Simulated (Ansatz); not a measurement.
Geometry optimisation, RKS B3LYP/6-31G in Ansatz 0.2.0.

The input (input.yaml):

```yaml
crystal:
  periodic: [false, false, false]
  atoms:
    - { symbol: Si, position_ang: [0.0, 0.0, 0.0] }
    - { symbol: C, position_ang: [0.0, 0.0, 1.87] }
    - { symbol: H, position_ang: [-0.9996, -0.3092, 2.2405] }
    - { symbol: H, position_ang: [0.7676, -0.7111, 2.2405] }
    - { symbol: H, position_ang: [0.232, 1.0203, 2.2405] }
    - { symbol: F, position_ang: [1.4994, 0.0, -0.5295] }
    - { symbol: F, position_ang: [-0.7489, 1.2974, -0.5295] }
    - { symbol: "N", position_ang: [-0.8572, -1.4851, -0.6061] }
    - { symbol: C, position_ang: [-1.5991, -2.3398, 0.332] }
    - { symbol: H, position_ang: [-1.2218, -2.1735, 1.3626] }
    - { symbol: H, position_ang: [-2.6791, -2.0872, 0.2887] }
    - { symbol: H, position_ang: [-1.4574, -3.4051, 0.0541] }
    - { symbol: C, position_ang: [-0.8082, -1.8308, -2.034] }
    - { symbol: H, position_ang: [-1.6103, -1.2865, -2.5747] }
    - { symbol: H, position_ang: [0.1794, -1.5432, -2.4511] }
    - { symbol: H, position_ang: [-0.9565, -2.9241, -2.1559] }
basis:
  gaussian: { orbitals: "6-31G" }
hamiltonian:
  xc: b3lyp
relax:
  f_tol: 0.02
  max_steps: 40
output:
  orbitals: {}
```

Command:

```bash
$ ansatz run input.yaml --threads 1 --pin off --max-ram 2048MiB --backend cpu --events-out ev --progress --plain --runs-dir out
```

Problem. Where does it end, and by what steps?

Solution. The forces met the threshold. Limits of this set-up: no polarisation functions. After 9 steps the energy has fallen by 0.686 eV; H10 moved furthest, 0.53 Å.

```
step  energy less start (eV)  largest force component (eV/Å)  accepted
   0                  0.0000                           5.002       yes
   1                 -0.4479                           2.755       yes
   2                 -0.6362                           0.360       yes
   3                 -0.6578                           0.152       yes
   4                 -0.6691                           0.159       yes
   5                 -0.6703                           0.232       yes
   6                 -0.6823                           0.135       yes
   7                 -0.6843                           0.098       yes
   8                 -0.6856                           0.040       yes
   9                 -0.6858                           0.015       yes
```

```xyz
16
Properties=species:S:1:pos:R:3
Si -0.102 -0.046 0.062
C 0.140 -0.012 1.920
H -0.817 0.041 2.448
H 0.683 -0.900 2.257
H 0.721 0.874 2.196
F 1.363 0.138 -0.763
F -0.920 1.372 -0.388
N -0.835 -1.491 -0.555
C -1.738 -2.331 0.236
H -1.727 -2.030 1.288
H -2.776 -2.264 -0.126
H -1.427 -3.384 0.182
C -0.732 -1.859 -1.975
H -1.684 -1.706 -2.505
H 0.043 -1.261 -2.460
H -0.452 -2.918 -2.068
```

Time of the run: 70 s on 1 thread of Arm Neoverse V2 (shared host), peak memory 0.23 GiB.
